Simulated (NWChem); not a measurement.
System: InH, singlet; SMILES [InH]

NWChem input:

```
start job
memory heap 200 mb stack 700 mb global 900 mb
geometry units angstroms noautosym nocenter noautoz
  In     0.000000     0.000000    -0.020885
  H      0.000000     0.000000    -1.870557
end
basis spherical
  * library def2-svp
end
ecp
  In library def2-ecp
end
dft
  xc b3lyp
  iterations 150
end
property
  response 1 0.0
end
task dft property
```

Output (shortened):

```
             Northwest Computational Chemistry Package (NWChem) 7.3.0
             --------------------------------------------------------

                             Geometry "geometry" -> ""
                             -------------------------

 Output coordinates in angstroms (scale by  1.889725989 to convert to a.u.)

  No.       Tag          Charge          X              Y              Z
 ---- ---------------- ---------- -------------- -------------- --------------
    1 In                  49.0000     0.00000000     0.00000000    -0.02088500
    2 H                    1.0000     0.00000000     0.00000000    -1.87055700

 Effective nuclear repulsion energy (a.u.)      14.0185315023

                                 NWChem DFT Module
                                 -----------------

 Summary of "ao basis" -> "ao basis" (spherical)
 ------------------------------------------------------------------------------
       Tag                 Description            Shells   Functions and Types
 ---------------- ------------------------------  ------  ---------------------
 In                         def2-svp                10       26   4s4p2d
 H                          def2-svp                 3        5   2s1p

            General Information
            -------------------
          SCF calculation type: DFT
          Wavefunction type:  closed shell.
          No. of atoms     :     2
          No. of electrons :    22
           Alpha electrons :    11
            Beta electrons :    11
          Charge           :     0
          Spin multiplicity:     1
          Use of symmetry is: off; symmetry adaption is: off
          Maximum number of iterations: 150
          AO basis - number of functions:    31
                     number of shells:    13
          Convergence on energy requested:  1.00D-06
          Convergence on density requested:  1.00D-05
          Convergence on gradient requested:  5.00D-04

              XC Information
              --------------
                         B3LYP Method XC Potential
                     Hartree-Fock (Exact) Exchange  0.200
                        Slater Exchange Functional  0.800 local
                    Becke 1988 Exchange Functional  0.720 non-local
              Lee-Yang-Parr Correlation Functional  0.810
                  VWN I RPA Correlation Functional  0.190 local

             Grid Information
             ----------------
          Grid used for XC integration:  medium
          Radial quadrature: Mura-Knowles
          Angular quadrature: Lebedev.
          Tag              B.-S. Rad. Rad. Pts. Rad. Cut. Ang. Pts.
          ---              ---------- --------- --------- ---------
          In                  1.55      123           8.0       590
          H                   0.35       45           9.0       434
          Grid pruning is: on
          Number of quadrature shells:   168
          Spatial weights used:  Erf1

      Superposition of Atomic Density Guess
      -------------------------------------

 Sum of atomic energies:        -218.54958091

      Non-variational initial energy
      ------------------------------

 Total energy =    -189.601351
 1-e energy   =    -347.257043
 2-e energy   =     151.647750
 HOMO         =      -0.192658
 LUMO         =      -0.009768

   convergence    iter        energy       DeltaE   RMS-Dens  Diis-err
 ---------------- ----- ----------------- --------- --------- ---------
 d= 0,ls=0.0,diis     1   -190.7668489307 -1.97D+02  2.66D-02  5.00D-02
 d= 0,ls=0.0,diis     2   -190.7786534800 -1.18D-02  7.17D-03  1.15D-02
 d= 0,ls=0.0,diis     3   -190.7818785902 -3.23D-03  1.90D-03  1.10D-03
 d= 0,ls=0.0,diis     4   -190.7821789373 -3.00D-04  1.56D-04  2.18D-05
 d= 0,ls=0.0,diis     5   -190.7821818566 -2.92D-06  4.68D-05  8.55D-07
 d= 0,ls=0.0,diis     6   -190.7821819665 -1.10D-07  2.93D-06  3.61D-09

         Total DFT energy =     -190.782181966470
      One electron energy =     -347.467142356460
           Coulomb energy =      167.797521911647
    Exchange-Corr. energy =      -17.120503594086
 Nuclear repulsion energy =        6.007942072429

 Numeric. integr. density =       22.000000241685

                       DFT Final Molecular Orbital Analysis
                       ------------------------------------

 Vector    9  Occ=2.000000D+00  E=-7.437976D-01
              MO Center= -1.1D-09,  1.2D-09, -2.1D-02, r^2= 4.7D-01
   Bfn.  Coefficient  Atom+Function         Bfn.  Coefficient  Atom+Function
  ----- ------------  ---------------      ----- ------------  ---------------
    18      0.726938  1 In d -1              20      0.637164  1 In d  1
    23      0.065987  1 In d -1              25      0.057838  1 In d  1

 Vector   10  Occ=2.000000D+00  E=-3.657310D-01
              MO Center=  2.1D-09, -1.1D-10, -6.5D-01, r^2= 2.1D+00
   Bfn.  Coefficient  Atom+Function         Bfn.  Coefficient  Atom+Function
  ----- ------------  ---------------      ----- ------------  ---------------
     3      0.702228  1 In s                  1     -0.432102  1 In s
     4      0.284924  1 In s                 27      0.242856  2 H  s
    28      0.124437  2 H  s                  2      0.097760  1 In s
    13     -0.097131  1 In pz                19     -0.058414  1 In d  0
    10      0.033333  1 In pz                 7      0.030896  1 In pz

 Vector   11  Occ=2.000000D+00  E=-2.030743D-01
              MO Center=  5.1D-09, -2.9D-09, -3.7D-01, r^2= 3.5D+00
   Bfn.  Coefficient  Atom+Function         Bfn.  Coefficient  Atom+Function
  ----- ------------  ---------------      ----- ------------  ---------------
     3      0.391308  1 In s                 13      0.339668  1 In pz
    27     -0.329473  2 H  s                  4      0.321799  1 In s
    28     -0.322399  2 H  s                  1     -0.229007  1 In s
    16      0.215633  1 In pz                19      0.109373  1 In d  0
    10     -0.108274  1 In pz                 7     -0.100489  1 In pz

 Vector   12  Occ=0.000000D+00  E=-7.222124D-02
              MO Center= -3.2D-09, -5.9D-10, -3.4D-02, r^2= 4.5D+00
   Bfn.  Coefficient  Atom+Function         Bfn.  Coefficient  Atom+Function
  ----- ------------  ---------------      ----- ------------  ---------------
    14      0.538333  1 In px                11      0.444329  1 In px
    15      0.306750  1 In py                12      0.253186  1 In py
     8     -0.127359  1 In px                 5     -0.118121  1 In px
     9     -0.072571  1 In py                 6     -0.067307  1 In py

 Vector   13  Occ=0.000000D+00  E=-7.222124D-02
              MO Center= -2.7D-09,  4.1D-09, -3.4D-02, r^2= 4.5D+00
   Bfn.  Coefficient  Atom+Function         Bfn.  Coefficient  Atom+Function
  ----- ------------  ---------------      ----- ------------  ---------------
    15      0.538333  1 In py                12      0.444329  1 In py
    14     -0.306750  1 In px                11     -0.253186  1 In px
     9     -0.127359  1 In py                 6     -0.118121  1 In py
     8      0.072571  1 In px                 5      0.067307  1 In px

 Vector   14  Occ=0.000000D+00  E= 5.389310D-02
              MO Center= -4.5D-09,  3.5D-09,  1.3D-01, r^2= 6.6D+00
   Bfn.  Coefficient  Atom+Function         Bfn.  Coefficient  Atom+Function
  ----- ------------  ---------------      ----- ------------  ---------------
    16      1.210544  1 In pz                28      1.191714  2 H  s
     4     -0.497474  1 In s                  3     -0.340500  1 In s
    13      0.248121  1 In pz                27      0.241664  2 H  s
     1      0.152173  1 In s                 19     -0.148850  1 In d  0
    10     -0.061159  1 In pz                 7     -0.056617  1 In pz

     Multipole analysis of the density
     ---------------------------------

     L   x y z        total         alpha         beta         nuclear
     -   - - -        -----         -----         ----         -------
     0   0 0 0     -0.000000    -11.000000    -11.000000     22.000000

     1   1 0 0     -0.000000     -0.000000     -0.000000      0.000000
     1   0 1 0      0.000000      0.000000      0.000000      0.000000
     1   0 0 1      0.261351      2.312499      2.312499     -4.363646

     2   2 0 0    -16.442684     -8.221342     -8.221342      0.000000
     2   1 1 0      0.000000      0.000000      0.000000      0.000000
     2   1 0 1     -0.000000     -0.000000     -0.000000      0.000000
     2   0 2 0    -16.442684     -8.221342     -8.221342      0.000000
     2   0 1 1      0.000000      0.000000      0.000000      0.000000
     2   0 0 2    -23.517308    -18.022557    -18.022557     12.527805

 *** CALLING NEW AORESP DRIVER FOR CLOSED AND OPEN SHELLS ***
 Entering AOResponse driver routine

--------------------------------------------------------------------------------

          -----------------------------------------------
          Solving response equations for perturbing field
          -----------------------------------------------

 number of frequencies:     1
 frequency in a.u.:  0.0000000E+00
 Perturbing field: electric
 Using El. Dipole Length Gauge

 Setting up CPKS with frequency omega =      0.00000000 a.u.

 STATIC response

                                NWChem CPHF Module
                                ------------------

  scftype          =     RHF
  nclosed          =       11
  nopen            =        0
  variables        =      220
  # of vectors     =        3
  tolerance        = 0.10D-03
  level shift      = 0.00D+00
  max iterations   =       50
  max subspace     =       30

 SCF residual:    1.0035902889076766E-005

Iterative solution of linear equations
  No. of variables      220
  No. of equations        3
  Maximum subspace       30
        Iterations       50
       Convergence  1.0D-04

   iter   nsub   residual    time
   ----  ------  --------  ---------
     1      3    4.13D+00       2.3
     2      6    7.31D-01       2.7
     3      9    8.11D-02       3.1
     4     12    2.09D-02       3.7
     5     15    5.56D-04       4.2
     6     18    9.97D-05       4.8

 Electric Dipole Response Matrix (nonzero elements):

              1        2        3
    1   33.6307  -0.0000  -0.0000
    2   -0.0000  33.6307   0.0000
    3   -0.0000   0.0000  50.0087

 ------------------------------------------
 average:        39.09006 + I       0.00000

 DFT Linear Response polarizability / au
 Frequency  =       0.0000000 / au
              X              Y              Z
 -----------------------------------------------
 X      33.6307245     -0.0000000     -0.0000001
 Y      -0.0000000     33.6307245      0.0000000
 Z      -0.0000001      0.0000000     50.0087426
 -----------------------------------------------
 Eigenvalues =      33.6307245     33.6307245     50.0087426
 Isotropic   =      39.0900639
 Anisotropic =      16.3780181
 -----------------------------------------------

 Magnetic Dipole Response Matrix (nonzero elements):

 Exiting AOResponse driver routine
```

Level: B3LYP/def2-SVP with def2 effective core potentials on In. Low-valent species are run as closed-shell singlets; no triplet was tried in these runs. Coordinates come from a PBE0-D3(BJ)/def2-TZVP optimisation. def2 effective core potentials on In; no spin-orbit coupling.
